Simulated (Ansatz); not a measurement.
C₂H₆MoOS, SMILES `[CH3][Mo]([CH3])(=[O])=[S]`. The species carries charge 0 and has multiplicity 1. Mo takes the def2 core potential.

Z-matrix (Å, degrees):
```
C
Mo 1 2.088
H 1 1.091 2 112.8
H 1 1.096 2 107.3 3 120.1
H 1 1.095 2 108.5 3 -120.9
C 2 2.088 1 113.6 3 -179.7
O 2 1.667 1 107.9 3 -60.1
S 2 2.106 1 108.3 3 60.0
H 6 1.096 2 107.3 1 59.5
H 6 1.091 2 112.8 1 179.5
H 6 1.095 2 108.5 1 -59.6
```

List the harmonic frequencies (cm⁻¹, unscaled) at PBE0-D4/def2-TZVP in Ansatz. (Best estimate.)

Ansatz gave: 99, 110, 158, 166, 175, 224, 276, 500, 550, 570, 610, 612, 650, 680, 1056, 1183, 1195, 1395, 1404, 1413, 1419, 3023, 3026, 3116, 3118, 3146, 3146.

Is this a minimum?

Yes, all 27 modes are real.

Give the ideal-gas thermochemistry at 298.15 K and 1 bar (rigid rotor, harmonic oscillator; point group Cs, symmetry number 1).

Zero-point energy 197.5 kJ/mol; H(298) − E = 221.9 kJ/mol; entropy 377.2 J/(mol·K), of which translation 173.2, rotation 115.5, vibration 88.6; G(298) − E = 109.4 kJ/mol. Modes under 100 cm⁻¹ are hindered rotations or soft bends, so the harmonic entropy is rough.

And at 400, 500, 600, 800 and 1000 K?


```
T (K)  H − E (kJ/mol)  S (J/mol/K)  G − E (kJ/mol)
  400           235.5        416.2            69.0
  500           250.5        449.7            25.7
  600           266.8        479.4           -20.8
  800           302.6        530.7          -122.0
 1000           341.5        574.1          -232.6
```
